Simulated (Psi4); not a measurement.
Input for Psi4: SAPT0/jun-cc-pV(D+d)Z on H6Si (a complex), monomers drawn apart or pushed together.

```
memory 2025 MB

molecule dimer {
0 1
Si    0.04975310    0.05632914   -0.01268721
H     0.11787617    0.14422935   -1.48874344
H    -1.33638392   -0.25746670    0.40139849
H     0.45894487    1.34966639    0.57991665
H     0.95838262   -1.01139831    0.46237679
--
0 1
H    -0.08764482   -0.10171949    3.02208663
H    -0.12777322   -0.14138393    3.76373149
units angstrom
symmetry c1
no_reorient
no_com
}

set {
  basis jun-cc-pV(D+d)Z
  scf_type df
  freeze_core true
}

energy('sapt0')
```

Program output:

```
[...]
==> Input File <==

--------------------------------------------------------------------------
memory 2025 MB

molecule dimer {
0 1
Si    0.04975310    0.05632914   -0.01268721
H     0.11787617    0.14422935   -1.48874344
H    -1.33638392   -0.25746670    0.40139849
H     0.45894487    1.34966639    0.57991665
H     0.95838262   -1.01139831    0.46237679
--
0 1
H    -0.08764482   -0.10171949    3.02208663
H    -0.12777322   -0.14138393    3.76373149
units angstrom
symmetry c1
no_reorient
no_com
}

set {
  basis jun-cc-pV(D+d)Z
  scf_type df
  freeze_core true
}

energy('sapt0')
--------------------------------------------------------------------------


   => Loading Basis Set <=

    Name: JUN-CC-PV(D+D)Z
    Role: ORBITAL
    Keyword: BASIS
    atoms 1   entry SI         line   566 file jun-cc-pv_dpd_z.gbs
    atoms 2-7 entry H          line    60 file jun-cc-pv_dpd_z.gbs

   => Loading Basis Set <=

    Name: JUN-CC-PV(D+D)Z
    Role: ORBITAL
    Keyword: BASIS
    atoms 1   entry SI         line   566 file jun-cc-pv_dpd_z.gbs
    atoms 2-7 entry H          line    60 file jun-cc-pv_dpd_z.gbs


  //>>>>>>>>>>>>>>>>>>>>>>>>>>>>>>>>>>>//
  //              Dimer HF             //
  //<<<<<<<<<<<<<<<<<<<<<<<<<<<<<<<<<<<//

   => Libint2 <=

    Primary   basis highest AM E, G, H:  7, 6, 3
    Auxiliary basis highest AM E, G, H:  7, 7, 4
    Onebody   basis highest AM E, G, H:  -, -, -
    Solid Harmonics ordering:            Gaussian


   => Loading Basis Set <=

    Name: JUN-CC-PV(D+D)Z
    Role: ORBITAL
    Keyword: BASIS
    atoms 1   entry SI         line   566 file jun-cc-pv_dpd_z.gbs
    atoms 2-7 entry H          line    60 file jun-cc-pv_dpd_z.gbs


         ---------------------------------------------------------
                                   SCF
               by Justin Turney, Rob Parrish, Andy Simmonett
                          and Daniel G. A. Smith
                              RHF Reference
                        1 Threads,   1931 MiB Core
         ---------------------------------------------------------

  ==> Geometry <==

    Molecular point group: c1
    Full point group: C1

    Geometry (in Angstrom), charge = 0, multiplicity = 1:

       Center              X                  Y                   Z               Mass
    ------------   -----------------  -----------------  -----------------  -----------------
         SI           0.049753100000     0.056329140000    -0.012687210000    27.976926534650
         H            0.117876170000     0.144229350000    -1.488743440000     1.007825032230
         H           -1.336383920000    -0.257466700000     0.401398490000     1.007825032230
         H            0.458944870000     1.349666390000     0.579916650000     1.007825032230
         H            0.958382620000    -1.011398310000     0.462376790000     1.007825032230
         H           -0.087644820000    -0.101719490000     3.022086630000     1.007825032230
         H           -0.127773220000    -0.141383930000     3.763731490000     1.007825032230

  Running in c1 symmetry.

  Rotational constants: A =      2.78121  B =      0.57269  C =      0.56926 [cm^-1]
  Rotational constants: A =  83378.53989  B =  17168.86080  C =  17065.92682 [MHz]
  Nuclear repulsion =   27.644638331331059

  Charge       = 0
  Multiplicity = 1
  Electrons    = 20
  Nalpha       = 10
  Nbeta        = 10

  ==> Algorithm <==

  SCF Algorithm Type is DF.
  DIIS enabled.
  MOM disabled.
  Fractional occupation disabled.
  Guess Type is SAD.
  Energy threshold   = 1.00e-08
  Density threshold  = 1.00e-08
  Integral threshold = 1.00e-12

  ==> Primary Basis <==

  Basis Set: JUN-CC-PV(D+D)Z
    Blend: JUN-CC-PV(D+D)Z
    Number of shells: 29
    Number of basis functions: 57
    Number of Cartesian functions: 59
    Spherical Harmonics?: true
    Max angular momentum: 2

   => Loading Basis Set <=

    Name: (JUN-CC-PV(D+D)Z AUX)
    Role: JKFIT
    Keyword: DF_BASIS_SCF
    atoms 1   entry SI         line   506 file jun-cc-pvdz-jkfit.gbs
    atoms 2-7 entry H          line    70 file jun-cc-pvdz-jkfit.gbs

  ==> Integral Setup <==

  DFHelper Memory: AOs need 0.007 GiB; user supplied 1.414 GiB.
  SCF_SUBTYPE=INCORE selected. In-core MEM_DF algorithm will be used.
  Using in-core AOs.

  ==> MemDFJK: Density-Fitted J/K Matrices <==

    J tasked:                   Yes
    K tasked:                   Yes
    wK tasked:                   No
    OpenMP threads:               1
    Algorithm:                 Core
    Schwarz Cutoff:           1E-12
    Mask sparsity (%):       0.5540
    Fitting Condition:        1E-10

   => Auxiliary Basis Set <=

  Basis Set: (JUN-CC-PV(D+D)Z AUX)
    Blend: JUN-CC-PVDZ-JKFIT
    Number of shells: 93
    Number of basis functions: 259
    Number of Cartesian functions: 290
    Spherical Harmonics?: true
    Max angular momentum: 3

  Minimum eigenvalue in the overlap matrix is 1.1566135093E-02.
  Reciprocal condition number of the overlap matrix is 2.4237129689E
[...]
 1.120244
      26A      1.294221    27A      1.294258    28A      1.726705
      29A      1.837550    30A      1.837559    31A      1.837576
      32A      1.889624    33A      1.889821    34A      1.894956
      35A      1.975837    36A      2.048174    37A      2.048435
      38A      2.135676    39A      2.135725    40A      2.199904
      41A      2.334045    42A      2.334060    43A      2.498166
      44A      2.829711    45A      2.829752    46A      2.835264
      47A      3.590141    48A      4.627441    49A      6.642043
      50A      6.642046    51A      6.712739    52A      6.712743
      53A      6.714391    54A     14.136641    55A     14.136659
      56A     14.177758    57A    103.595032

    Final Occupation by Irrep:
              A
    DOCC [     1 ]
    NA   [     1 ]
    NB   [     1 ]

  @DF-RHF Final Energy:    -1.12879189303135

   => Energetics <=

    Nuclear Repulsion Energy =              0.7114623780487238
    One-Electron Energy =                  -2.4975274388526936
    Two-Electron Energy =                   0.6572731677726213
    Total Energy =                         -1.1287918930313483

Computation Completed


Properties will be evaluated at   0.000000,   0.000000,   0.000000 [a0]

Properties computed using the SCF density matrix


 Multipole Moments:

 ------------------------------------------------------------------------------------
     Multipole            Electronic (a.u.)      Nuclear  (a.u.)        Total (a.u.)
 ------------------------------------------------------------------------------------

 L = 1.  Multiply by 2.5417464519 to convert [e a0] to [Debye]
 Dipole X            :          0.4070675           -0.4070811           -0.0000136
 Dipole Y            :          0.4593816           -0.4593989           -0.0000173
 Dipole Z            :        -12.8227218           12.8233378            0.0006159
 Magnitude           :                                                    0.0006163

 ------------------------------------------------------------------------------------

  Constructing Basis Sets for SAPT...

   => Loading Basis Set <=

    Name: (JUN-CC-PV(D+D)Z AUX)
    Role: RIFIT
    Keyword: DF_BASIS_SAPT
    atoms 1   entry SI         line   376 file jun-cc-pvdz-ri.gbs
    atoms 2-7 entry H          line    30 file jun-cc-pvdz-ri.gbs

   => Loading Basis Set <=

    Name: (JUN-CC-PV(D+D)Z AUX)
    Role: JKFIT
    Keyword: DF_BASIS_ELST
    atoms 1   entry SI         line   506 file jun-cc-pvdz-jkfit.gbs
    atoms 2-7 entry H          line    70 file jun-cc-pvdz-jkfit.gbs


  //>>>>>>>>>>>>>>>>>>>>>>>>>>>>>>>>>>>//
  //               SAPT0               //
  //<<<<<<<<<<<<<<<<<<<<<<<<<<<<<<<<<<<//



        SAPT0
    Ed Hohenstein
     6 June 2009

      Orbital Information
  --------------------------
    NSO        =        57
    NMO        =        57
    NRI        =       169
    NRI (Elst) =       259
    NOCC A     =         9
    NOCC B     =         1
    FOCC A     =         5
    FOCC B     =         0
    NVIR A     =        48
    NVIR B     =        56

    Elst10,r            =     0.000103866909 [Eh]
    Exch10              =     0.001503229159 [Eh]
    Exch10 (S^2)        =     0.001500254087 [Eh]

    Maxiter = 50
    CPHF R converge = 1.000000E-08

    Iter     Energy [mEh]          dE [mEh]         Residual      Time [s]
       1      -0.05760457       0.057604566     9.954575e-04             0
       2      -0.06863953       0.011034962     1.612461e-04             0
       3      -0.06844600      -0.000193529     2.961584e-05             0
       4      -0.06838088      -0.000065115     4.439176e-06             0
       5      -0.06839609       0.000015202     3.242233e-07             0
       6      -0.06839567      -0.000000416     5.758097e-08             0
       7      -0.06839565      -0.000000023     1.152687e-08             0
       8      -0.06839566       0.000000011     1.851026e-09             0

    CHF Iterations converged

    Maxiter = 50
    CPHF R converge = 1.000000E-08

    Iter     Energy [mEh]          dE [mEh]         Residual      Time [s]
       1      -0.19574646       0.195746455     1.849914e-03             0
       2      -0.24274840       0.047001949     1.919510e-04             0
       3      -0.24165953      -0.001088876     1.782629e-05             0
       4      -0.24171386       0.000054327     1.912385e-06             0
       5      -0.24171041      -0.000003443     8.610216e-08             0
       6      -0.24171050       0.000000088     5.174364e-09             0

    CHF Iterations converged

    Ind20,r (A<-B)      =    -0.000068395658 [Eh]
    Ind20,r (B<-A)      =    -0.000241710501 [Eh]
    Ind20,r             =    -0.000310106159 [Eh]
    Exch-Ind20,r (A<-B) =     0.000031155351 [Eh]
    Exch-Ind20,r (B<-A) =     0.000180351974 [Eh]
    Exch-Ind20,r        =     0.000211507325 [Eh]
    Disp20              =    -0.000783684232 [Eh]
    Disp20 (SS)         =    -0.000391842116 [Eh]
    Disp20 (OS)         =    -0.000391842116 [Eh]
    Exch-Disp20         =     0.000054450174 [Eh]
    Exch-Disp20 (SS)    =     0.000026622514 [Eh]
    Exch-Disp20 (OS)    =     0.000027827660 [Eh]

    SAPT Results
  --------------------------------------------------------------------------------------------------------
    Electrostatics                  0.10386691 [mEh]       0.06517747 [kcal/mol]       0.27270253 [kJ/mol]
      Elst10,r                      0.10386691 [mEh]       0.06517747 [kcal/mol]       0.27270253 [kJ/mol]

    Exchange                        1.50322916 [mEh]       0.94329054 [kcal/mol]       3.94672761 [kJ/mol]
      Exch10                        1.50322916 [mEh]       0.94329054 [kcal/mol]       3.94672761 [kJ/mol]
      Exch10(S^2)                   1.50025409 [mEh]       0.94142365 [kcal/mol]       3.93891656 [kJ/mol]

    Induction                      -0.23800948 [mEh]      -0.14935320 [kcal/mol]      -0.62489379 [kJ/mol]
      Ind20,r                      -0.31010616 [mEh]      -0.19459455 [kcal/mol]      -0.81418361 [kJ/mol]
      Exch-Ind20,r                  0.21150733 [mEh]       0.13272285 [kcal/mol]       0.55531241 [kJ/mol]
      delta HF,r (2)               -0.13941064 [mEh]      -0.08748150 [kcal/mol]      -0.36602259 [kJ/mol]

    Dispersion                     -0.72923406 [mEh]      -0.45760128 [kcal/mol]      -1.91460376 [kJ/mol]
      Disp20                       -0.78368423 [mEh]      -0.49176928 [kcal/mol]      -2.05756267 [kJ/mol]
      Exch-Disp20                   0.05445017 [mEh]       0.03416800 [kcal/mol]       0.14295891 [kJ/mol]
      Disp20 (SS)                  -0.39184212 [mEh]      -0.24588464 [kcal/mol]      -1.02878133 [kJ/mol]
      Disp20 (OS)                  -0.39184212 [mEh]      -0.24588464 [kcal/mol]      -1.02878133 [kJ/mol]
      Exch-Disp20 (SS)              0.02662251 [mEh]       0.01670588 [kcal/mol]       0.06989740 [kJ/mol]
      Exch-Disp20 (OS)              0.02782766 [mEh]       0.01746212 [kcal/mol]       0.07306151 [kJ/mol]

  Total HF                          1.36908659 [mEh]       0.85911481 [kcal/mol]       3.59453635 [kJ/mol]
  Total SAPT0                       0.63985253 [mEh]       0.40151353 [kcal/mol]       1.67993260 [kJ/mol]

  Special recipe for scaled SAPT0 (see Manual):
    Electrostatics sSAPT0           0.10386691 [mEh]       0.06517747 [kcal/mol]       0.27270253 [kJ/mol]
    Exchange sSAPT0                 1.50322916 [mEh]       0.94329054 [kcal/mol]       3.94672761 [kJ/mol]
    Induction sSAPT0               -0.23674869 [mEh]      -0.14856205 [kcal/mol]      -0.62158361 [kJ/mol]
    Dispersion sSAPT0              -0.72890948 [mEh]      -0.45739761 [kcal/mol]      -1.91375159 [kJ/mol]
  Total sSAPT0                      0.64143789 [mEh]       0.40250835 [kcal/mol]       1.68409495 [kJ/mol]
  --------------------------------------------------------------------------------------------------------



*** Psi4 exiting successfully. Buy a developer a beer!
```

The run finished.

Cost: roughly 4 core-seconds.
